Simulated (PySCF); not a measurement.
Bonds broken one at a time in the series acetyl-X. Gas-phase values, no solvent. One relaxed conformer stands for each flexible species; it need not be the lowest. Strings in code marks are SMILES.

Quantity: electronic energy of isomers of C2H3O2, doublet states, relative to `CC([O])=O`, in kcal/mol.

Case: `CO[C]=O` (C–O–C–O torsion 0°). Geometry of `CO[C]=O` (neutral, multiplicity 2, Å):

```xyz
7

C     -0.7363    -0.0683     0.1899
O      0.3718    -0.8934    -0.3282
C      1.5183    -0.2616    -0.4888
O      1.8292     0.8769    -0.2880
H     -0.9405     0.7483    -0.5132
H     -1.5883    -0.7490     0.2658
H     -0.4605     0.3359     1.1715
```

Q: What electronic energy of isomers of C2H3O2, doublet states, relative to `CC([O])=O` does B3LYP/6-311+G** // PBE-D3(BJ)/def2-TZVP (PySCF) give?

A: 3.26 kcal/mol.
